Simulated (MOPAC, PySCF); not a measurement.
C4H6Se, SMILES `C=CC(=C)[SeH]` (C–C–C–Se torsion -4°, C–C–Se–H torsion 140°), neutral singlet in the gas phase. 

Cartesian coordinates (Å):
SMILES: C=CC(=C)[SeH]
```xyz
11

C      1.4397    -1.1003     0.2535
C      0.1326    -0.7984     0.2680
C     -0.4979     0.4303    -0.1990
C     -1.8367     0.5581    -0.2795
Se     0.5832     1.9020    -0.8310
H      1.7952    -2.0567     0.6364
H      2.1826    -0.4151    -0.1573
H     -0.5761    -1.5316     0.6706
H     -2.4813    -0.2891    -0.0328
H     -2.3172     1.4823    -0.5978
H      1.5756     1.8184     0.2687
```
Charge 0, multiplicity 1.

All levels are single points at this geometry (PBE-D3(BJ)/def2-TZVP); Pople sets use spherical d functions. Orbital energies aren't observables, and empty levels follow the basis.

| level | HOMO (eV) | LUMO (eV) | gap (eV) | dipole (D) | vertical IE, Delta-SCF (eV) |
|---|---|---|---|---|---|
| PBE-D3(BJ)/def2-TZVP in PySCF | -5.45 | -2.17 | 3.28 | 1.05 | 8.27 |
| BP86/6-31G* in PySCF | -5.33 | -1.88 | 3.45 | 1.23 | – |
| SVWN5/6-31G* in PySCF | -5.36 | -1.98 | 3.38 | 1.30 | 8.31 |
| HF/6-31G* in PySCF | -8.57 | 2.96 | 11.53 | 1.35 | – |
| HF/STO-3G in PySCF | -6.68 | 6.23 | 12.91 | 1.39 | – |
| PM3 in MOPAC | -9.21 | -0.69 | 8.52 | 1.45 | – |
